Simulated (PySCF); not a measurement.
AlI₂, SMILES [I][Al][I], multiplicity 2. Geometry optimised at B3LYP-D3(BJ)/def2-SVP. The spin state was assumed, not searched. The isomer is the one that the SMILES or the coordinates give; other isomers of the formula were not compared. The def2 effective core potentials stand for the cores of I; spin–orbit coupling is left out.

Computed equilibrium geometry at B3LYP-D3(BJ)/def2-SVP (PySCF confirms it by a frequency run) as a Z-matrix, and its point group:
point group C2v.
```
Al
I 1 2.5162
I 1 2.5162 2 120.20
```
Charge 0, spin multiplicity 2.
